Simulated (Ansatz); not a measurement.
```yaml
crystal:
  periodic: [false, false, false]
  atoms:
    - {symbol: O, position_ang: [-0.149679, 0.031021, 1.360604]}
    - {symbol: Ti, position_ang: [0.075699, -0.049217, -0.374098]}
    - {symbol: F, position_ang: [-0.953816, 1.128271, -1.136740]}
    - {symbol: Cl, position_ang: [-0.459888, -2.042873, -1.091926]}
    - {symbol: Cl, position_ang: [2.159149, 0.393048, -0.864468]}
    - {symbol: H, position_ang: [-0.629466, 0.475749, 2.060528]}
basis:
  gaussian: {orbitals: aug-cc-pVDZ}
magnetization: {spin_polarized: true, initial_magnetization: 3}
hamiltonian: {xc: {name: HF}}
correlation: {method: rpa}
```

```sh
$ ansatz run in.yaml --threads 4 --pin off --events-out ev --progress --plain --max-ram 10444MiB
```

Shortened log:

```
Error: a molecule whose nuclei and cores have a total charge of 74 cannot have a net charge of 0 together with 3 unpaired electrons
```

Question: Something in this input is off. What?

Answer: The number of unpaired electrons doesn't fit the electron count. The input was rejected before any iteration.
